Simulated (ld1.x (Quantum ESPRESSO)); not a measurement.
# Building the ultrasoft potential for H (Z = 1) (PBE, scalar-relativistic).

hydrogen (H), ultrasoft, made with ld1.x (Quantum ESPRESSO) 7.5 (PBE, scalar-relativistic). Core none, reference 1s1. Waves: 1s (bound): rcut 0.60, rcutus 0.75 bohr; 1s channel at 1.1 Ry: rcut 0.60, rcutus 0.75 bohr; 2p channel at 0.45 Ry: rcut 0.55, rcutus 0.70 bohr; 2p channel at 2.45 Ry: rcut 0.55, rcutus 0.70 bohr. Local part: all-electron potential smoothed inside 0.65 bohr (lloc = -2). Core correction: none. Augmentation charge: built from norm-conserving waves at rcut, not smoothed further.

- Cutoffs needed: 30 Ry and 55 Ry (the cutoffs (Ry, on a coarse ladder) from which the occupation-weighted sum of valence levels, in a spherical-Bessel basis at the reference potential, stays within 10 and 1 mRy of its value at 400 Ry)
- Ghost test: no extra level below or beside the all-electron valence levels (s, p, d, f tested) (spherical-Bessel basis up to 400 Ry, 20 bohr box)
- Lowest eigenvalue of the overlap operator: 0.99 (s channel)
